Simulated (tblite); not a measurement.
A geometry optimisation, step by step.

C7H8O2Se.
Numbering: `[CH3:1][O:2][c:3]1[cH:4][cH:5][c:6]([C:7]([CH3:8])=[O:9])[se:10]1` (hydrogens: H11, H12, H13 on C1; H14 on C4; H15 on C5; H16, H17, H18 on C8)

Computed with GFN2-xTB (tblite), gas phase: L-BFGS steps from a force-field or distance-geometry start until the largest atomic force falls under 0.01 eV/Å. 8 of its 92 geometries are shown.

Step 0: E = -824.5128 eV, largest atomic force 5.616 eV/Å
```
atom  x, y, z in Å  |  force x, y, z in eV/Å
C1      3.911    0.499   -0.445   -1.857   0.713  -0.029
O2      3.029   -0.494    0.083   -1.503   0.065   0.046
C3      1.658   -0.315    0.059    0.829   1.931  -1.072
C4      0.684   -1.141    0.506    4.315  -3.269   1.495
C5     -0.608   -0.844    0.421   -4.495  -0.101   0.193
C6     -1.032    0.316   -0.153    0.923   0.188  -0.091
C7     -2.415    0.769   -0.322    1.552   2.952  -1.525
C8     -3.577   -0.013    0.126   -0.856  -1.330  -0.034
O9     -2.574    1.879   -0.870    0.007  -1.300   0.628
Se10    0.665    1.313   -0.715   -0.861  -1.642   0.831
H11     3.251    1.374   -0.646    0.556  -0.024  -0.081
H12     4.649    0.813    0.288    0.087  -0.382   0.084
H13     4.345    0.193   -1.393    0.139  -0.283   0.103
H14     1.017   -2.126    0.987   -0.446   1.299  -0.650
H15    -1.400   -1.550    0.806    0.998   0.690  -0.381
H16    -3.481   -0.218    1.210   -0.296   0.040  -0.600
H17    -3.615   -0.989   -0.439    0.072   0.809   0.673
H18    -4.517    0.539   -0.122    0.837  -0.356   0.409
```

Step 13: E = -825.5942 eV, largest atomic force 0.162 eV/Å
```
atom  x, y, z in Å  |  force x, y, z in eV/Å
C1      3.756    0.553   -0.456   -0.015   0.034  -0.005
O2      2.851   -0.392    0.063    0.018  -0.005   0.025
C3      1.527   -0.235    0.015   -0.002  -0.094   0.043
C4      0.711   -1.212    0.538   -0.039  -0.044   0.030
C5     -0.658   -0.942    0.464    0.014  -0.005  -0.011
C6     -0.988    0.250   -0.123   -0.089  -0.044   0.030
C7     -2.292    0.824   -0.354   -0.029   0.023  -0.015
C8     -3.479    0.001    0.102    0.045   0.039  -0.039
O9     -2.413    1.908   -0.894    0.080   0.063  -0.027
Se10    0.536    1.213   -0.673   -0.025   0.022  -0.018
H11     3.290    1.511   -0.706   -0.151  -0.035   0.046
H12     4.511    0.711    0.317    0.067   0.048  -0.074
H13     4.226    0.139   -1.352    0.006   0.030  -0.003
H14     1.112   -2.107    0.973    0.063  -0.053   0.022
H15    -1.409   -1.617    0.837    0.070  -0.051   0.020
H16    -3.407   -0.203    1.171   -0.034   0.067  -0.084
H17    -3.492   -0.951   -0.429   -0.025   0.083   0.013
H18    -4.391    0.555   -0.113    0.045  -0.078   0.048
```

Step 26: E = -825.6456 eV, largest atomic force 0.177 eV/Å
```
atom  x, y, z in Å  |  force x, y, z in eV/Å
C1      3.666    0.602   -0.472    0.046  -0.010   0.008
O2      2.876   -0.394    0.134   -0.034   0.055  -0.029
C3      1.546   -0.311    0.064   -0.033   0.087  -0.037
C4      0.734   -1.290    0.576    0.051  -0.026   0.016
C5     -0.637   -1.022    0.489   -0.039  -0.061   0.019
C6     -0.969    0.168   -0.103    0.065  -0.013   0.014
C7     -2.230    0.823   -0.364    0.072   0.055  -0.031
C8     -3.465    0.077    0.060    0.009  -0.058   0.035
O9     -2.240    1.918   -0.896    0.006   0.046  -0.029
Se10    0.554    1.131   -0.644   -0.048   0.013  -0.012
H11     3.099    1.521   -0.662    0.006  -0.045   0.051
H12     4.479    0.815    0.222    0.098   0.029  -0.065
H13     4.068    0.226   -1.417    0.004   0.032   0.010
H14     1.142   -2.184    1.012   -0.012  -0.037   0.033
H15    -1.364   -1.714    0.871   -0.108  -0.024   0.006
H16    -3.406   -0.117    1.124   -0.046  -0.025   0.164
H17    -3.492   -0.876   -0.455   -0.059  -0.145  -0.083
H18    -4.370    0.633   -0.157    0.023   0.126  -0.069
```

Step 39: E = -825.6675 eV, largest atomic force 0.153 eV/Å
```
atom  x, y, z in Å  |  force x, y, z in eV/Å
C1      3.655    0.630   -0.482    0.036   0.006   0.022
O2      2.896   -0.358    0.176   -0.094   0.058  -0.048
C3      1.562   -0.317    0.088   -0.078   0.029   0.014
C4      0.767   -1.313    0.605   -0.044  -0.013  -0.021
C5     -0.615   -1.078    0.508    0.001   0.016  -0.007
C6     -0.962    0.107   -0.086   -0.026  -0.001  -0.009
C7     -2.209    0.783   -0.360   -0.021  -0.021   0.003
C8     -3.494    0.103    0.041    0.028  -0.023   0.010
O9     -2.175    1.880   -0.895   -0.001  -0.045   0.015
Se10    0.534    1.095   -0.636    0.152   0.011   0.006
H11     3.103    1.577   -0.565    0.040  -0.092   0.003
H12     4.550    0.787    0.119    0.036  -0.004  -0.010
H13     3.948    0.282   -1.479   -0.097   0.056   0.017
H14     1.195   -2.195    1.051   -0.041   0.009   0.008
H15    -1.355   -1.773    0.870    0.068  -0.016   0.033
H16    -3.495   -0.086    1.113    0.009   0.055  -0.017
H17    -3.577   -0.858   -0.465   -0.015   0.060  -0.035
H18    -4.336    0.741   -0.223    0.050  -0.087   0.017
```

Step 52: E = -825.6878 eV, largest atomic force 0.178 eV/Å
```
atom  x, y, z in Å  |  force x, y, z in eV/Å
C1      3.624    0.645   -0.483   -0.114  -0.061   0.084
O2      2.898   -0.330    0.222    0.014  -0.166   0.064
C3      1.567   -0.314    0.123   -0.009  -0.014   0.029
C4      0.773   -1.314    0.633   -0.002  -0.016   0.019
C5     -0.605   -1.086    0.520   -0.011  -0.021   0.055
C6     -0.957    0.087   -0.095    0.143   0.009   0.023
C7     -2.195    0.764   -0.391    0.129  -0.008   0.022
C8     -3.481    0.103    0.010    0.042   0.000   0.016
O9     -2.150    1.856   -0.932    0.004   0.060  -0.058
Se10    0.552    1.086   -0.614   -0.043   0.021  -0.065
H11     3.159    1.628   -0.361    0.010   0.135  -0.031
H12     4.620    0.655   -0.056    0.157   0.001   0.022
H13     3.675    0.388   -1.543   -0.017   0.054  -0.135
H14     1.174   -2.201    1.094    0.085   0.045  -0.006
H15    -1.307   -1.798    0.918   -0.149   0.039  -0.069
H16    -3.476   -0.063    1.084   -0.061   0.006   0.061
H17    -3.580   -0.860   -0.481   -0.030  -0.018  -0.055
H18    -4.298    0.760   -0.267   -0.149  -0.065   0.022
```

Step 65: E = -825.7214 eV, largest atomic force 0.080 eV/Å
```
atom  x, y, z in Å  |  force x, y, z in eV/Å
C1      3.611    0.635   -0.473    0.016  -0.023   0.007
O2      2.902   -0.354    0.229    0.004  -0.046  -0.028
C3      1.568   -0.306    0.155   -0.002  -0.012   0.003
C4      0.761   -1.288    0.678   -0.021   0.020   0.003
C5     -0.612   -1.042    0.541   -0.009   0.022   0.009
C6     -0.934    0.130   -0.093   -0.048   0.011  -0.019
C7     -2.186    0.770   -0.420   -0.066   0.012  -0.008
C8     -3.455    0.073   -0.001    0.002  -0.016  -0.001
O9     -2.174    1.835   -1.013    0.031   0.013   0.002
Se10    0.583    1.096   -0.626    0.035  -0.012   0.017
H11     3.318    1.637   -0.132    0.054  -0.005  -0.007
H12     4.668    0.459   -0.274   -0.046   0.048   0.003
H13     3.418    0.555   -1.550    0.000   0.040  -0.012
H14     1.166   -2.164    1.152    0.005   0.006   0.008
H15    -1.363   -1.722    0.903   -0.002  -0.049   0.036
H16    -3.446   -0.092    1.076   -0.005  -0.015  -0.056
H17    -3.515   -0.893   -0.502   -0.025   0.027   0.047
H18    -4.321    0.676   -0.269    0.076  -0.023  -0.005
```

Step 78: E = -825.7270 eV, largest atomic force 0.031 eV/Å
```
atom  x, y, z in Å  |  force x, y, z in eV/Å
C1      3.603    0.642   -0.479    0.013   0.013   0.010
O2      2.907   -0.381    0.187   -0.008   0.004  -0.003
C3      1.571   -0.316    0.160   -0.001  -0.011  -0.009
C4      0.764   -1.285    0.706   -0.002  -0.009  -0.008
C5     -0.610   -1.043    0.566   -0.012  -0.008   0.005
C6     -0.934    0.120   -0.085   -0.010  -0.016   0.016
C7     -2.181    0.760   -0.431    0.017   0.017  -0.005
C8     -3.457    0.072   -0.021    0.017   0.013  -0.001
O9     -2.153    1.823   -1.026   -0.015  -0.003  -0.006
Se10    0.585    1.084   -0.620    0.015  -0.009  -0.012
H11     3.383    1.621   -0.034   -0.005  -0.016   0.002
H12     4.664    0.419   -0.373   -0.015  -0.001   0.003
H13     3.333    0.669   -1.542    0.005   0.004   0.002
H14     1.167   -2.155    1.196    0.001   0.022  -0.022
H15    -1.356   -1.728    0.933    0.015   0.011   0.022
H16    -3.455   -0.082    1.056   -0.020  -0.017   0.013
H17    -3.528   -0.897   -0.510    0.012  -0.006   0.002
H18    -4.310    0.683   -0.302   -0.006   0.010  -0.009
```

Step 91: E = -825.7288 eV, largest atomic force 0.009 eV/Å
```
atom  x, y, z in Å  |  force x, y, z in eV/Å
C1      3.604    0.644   -0.476   -0.003  -0.002  -0.003
O2      2.906   -0.401    0.152    0.004  -0.003   0.000
C3      1.571   -0.328    0.137    0.001   0.001  -0.004
C4      0.764   -1.287    0.702    0.001   0.001  -0.003
C5     -0.610   -1.036    0.584    0.002  -0.004  -0.006
C6     -0.935    0.122   -0.074    0.004   0.005   0.000
C7     -2.181    0.762   -0.425   -0.002  -0.003   0.004
C8     -3.459    0.072   -0.024   -0.002   0.000   0.002
O9     -2.152    1.820   -1.030   -0.003   0.003   0.001
Se10    0.583    1.071   -0.642    0.000   0.001  -0.003
H11     3.384    1.606    0.004   -0.004   0.005   0.004
H12     4.663    0.416   -0.377    0.005  -0.002   0.006
H13     3.336    0.711   -1.538   -0.003   0.000  -0.004
H14     1.171   -2.157    1.187    0.002  -0.001   0.009
H15    -1.352   -1.707    0.982   -0.007  -0.004   0.000
H16    -3.474   -0.084    1.052    0.002   0.003  -0.003
H17    -3.518   -0.898   -0.513   -0.001   0.005   0.004
H18    -4.310    0.680   -0.318    0.003  -0.004  -0.003
```

Task: Summarise the path.

Result: The energy falls by 117.33 kJ/mol from step 0 to step 91; nine tenths of that is first reached at step 17. It falls at every step. The largest force goes from 5.616 to 0.009 eV/Å. Among the bonds C3–Se10 changes most, from 2.058 to 1.881 Å; the atoms move by 0.436 Å rms after alignment.

The cost below is that of the whole relaxation. Time: 0.75 s. Hardware: Arm Neoverse V1, one thread, on a shared host.
